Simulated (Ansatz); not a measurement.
`N[SiH](O)[SiH3]` + HCl → `N[SiH]([SiH3])Cl` + H₂O at 400 K and 1 bar (ligand exchange at the Si–O bond).

Isolated molecules relaxed with PBE0-D4/def2-TZVP in Ansatz; ΔE leaves out vibrations. CCSD(T)/CBS is the MP2 limit (def2-TZVPP, def2-QZVPP) plus CCSD(T) − MP2 in def2-TZVPP, frozen cores. This one scheme is used for every species. One conformer a species, not always the lowest.

| species | CCSD(T)/CBS energy (Eh) | H − E (kJ/mol) | S (J/(mol·K)) |
| --- | --- | --- | --- |
| `N[SiH](O)[SiH3]` | -712.31896 | 230.9 | 401.3 |
| HCl | -460.38127 | 29.6 | 195.4 |
| `N[SiH]([SiH3])Cl` | -1096.32520 | 197.3 | 393.4 |
| H₂O | -76.37941 | 69.8 | 198.6 |

H − E and S are ideal-gas, rigid-rotor, harmonic terms from PBE0-D4/def2-TZVP, for one conformer and one mirror image of each species. 1 Eh = 2625.50 kJ/mol, R = 8.31446 J/(mol·K).

By hand: ΔE, ΔH, ΔS and ΔG.

ΔE = (-1096.32520) + (-76.37941) − (-712.31896) − (-460.38127) = -0.00438 Eh = -11.5 kJ/mol. Δ(H − E) = 197.3 + 69.8 − 230.9 − 29.6 = 6.6, so ΔH = -4.9 kJ/mol. ΔS = 393.4 + 198.6 − 401.3 − 195.4 = -4.7 J/(mol·K). ΔG = -4.9 − 400 × (-4.7)/1000 = -3.0 kJ/mol.

By hand: the equilibrium constant, and the temperature at which ΔG would vanish if ΔH and ΔS stayed fixed.

log₁₀ K = −ΔG/(RT ln 10) = 0.4. ΔG = 0 at ΔH/ΔS = 1043 K, though so small a ΔH makes that figure unsure.

TΔS isn't small against ΔH here. The sign of ΔG lies within the doubt. A doubt of 5 kJ/mol in ΔE shifts log₁₀ K by 0.7 here. Other conformers and mirror images would add mixing entropy, several J/(mol·K) or more a flexible species. These are equilibria of isolated gas molecules and say nothing of rates. Largest T1 diagnostic: 0.012 (customary marks: 0.02 for closed shells, 0.045 for open ones).
